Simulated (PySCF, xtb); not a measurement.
Zn(Br)(OH) (BrHOZn), SMILES [OH][Zn][Br].

GFN2-xTB in xtb at its own geometry gives an orbital gap of 3.82 eV and a dipole moment of 5.64 D.

Geometry optimised at B3LYP-D3(BJ)/def2-TZVP. Other conformers were not sampled.

Question: What does M06-2X/def2-TZVPD run with PySCF give? (Estimate from the structure and the level; the computed values follow.)

Answer: gap 8.76 eV (levels -9.75 and -0.99 eV), dipole 1.52 D.
